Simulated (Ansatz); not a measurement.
# What each rung costs, and what it gives

Saddle point of Si2H4F2, singlet (SiF₂ + SiH₄ → Si₂H₄F₂ ([F][SiH]([F])[SiH3]); bonds formed: Si1–H4, Si1–Si5; bonds broken: H4–Si5), PBE0-D4/def2-TZVP structure:

```xyz
8
angstrom
Si -0.8631 -0.6970 -0.7216
F -0.1705 -1.9129 -1.4919
F -1.6948 0.0771 -1.8456
H 0.5318 0.3386 -0.8119
Si 0.3775 0.4476 0.9066
H -0.5558 0.6453 2.0548
H 1.0548 1.7667 0.7453
H 1.3202 -0.6655 1.1645
```

Barriers are electronic and count from the start structure reached by relaxing down the imaginary mode.

Ansatz 0.2.0; basis: as named in each row; cores frozen in the correlated methods. B3LYP uses VWN-RPA correlation. Extrapolation: Hartree–Fock as exp(−7.88 √X), correlation as X^−2.97.

Times are rough, for one single point on 4 threads of a shared host (Intel Xeon).

The estimate by CCSD(T) at an estimated basis limit (MP2 extrapolated from triple and quadruple zeta, plus CCSD(T) − MP2 in triple zeta) is 115.8 kJ/mol.

| method | basis | time (s) | barrier (kJ/mol) | method less estimate |
| --- | --- | --- | --- | --- |
| HF | STO-3G | under 1 | 257.8 | 142.0 |
| PBE-D4 | STO-3G | under 1 | 192.2 | 76.4 |
| SPW92 | def2-SVP | under 1 | 81.8 | -33.9 |
| B3LYP-D4 | 6-31G | 1 | 187.0 | 71.2 |
| PBE-D4 | def2-SVP | 1 | 99.3 | -16.4 |
| PBE0-D4 | def2-SVP | 2 | 103.3 | -12.5 |
| SPW92 | def2-TZVPP | 2 | 76.7 | -39.0 |
| PBE-D4 | def2-TZVPP | 3 | 93.5 | -22.3 |
| BLYP-D4 | def2-TZVPP | 3 | 121.3 | 5.6 |
| CCSD(T) | def2-SVP | 4 | 141.3 | 25.6 |
| B3LYP-D4 | def2-TZVPP | 4 | 121.0 | 5.2 |
| PBE0-D4 | def2-TZVPP | 4 | 96.4 | -19.3 |
| BHLYP-D4 | def2-TZVPP | 4 | 125.9 | 10.1 |
| r2SCAN-D4 | def2-TZVPP | 5 | 90.1 | -25.7 |
| CAM-B3LYP-D4 | def2-TZVPP | 5 | 126.5 | 10.7 |
| wB97M-V | def2-SVP | 6 | 129.6 | 13.8 |
| r2SCAN0-D4 | def2-TZVPP | 6 | 95.6 | -20.1 |
| B2PLYP | def2-TZVPP | 8 | 124.7 | 9.0 |
| RPA on PBE | def2-TZVPP | 8 | 123.2 | 7.5 |
| B97M-V | def2-TZVPP | 8 | 94.9 | -20.9 |
| PBE-QIDH | def2-TZVPP | 9 | 105.2 | -10.6 |
| wB97X-V | def2-TZVPP | 10 | 116.1 | 0.4 |
| wB97M-V | def2-TZVPP | 11 | 125.8 | 10.1 |
| MP2 | def2-QZVPP | 30 | 118.7 | 2.9 |
| CCSD(T) | def2-TZVPP | 66 | 121.3 | 5.5 |

All methods are single points on the PBE0-D4 structures.

No T1 diagnostic of these runs exceeds 0.014. The restricted Hartree–Fock reference is unstable towards an unrestricted one at one or more of these structures.

Losses and insertions of silylenes and their heavier kin drive the gas-phase chemistry of silicon and germanium vapour deposition.

Labels in which every atom is bracketed show which atoms are joined, not bond orders.
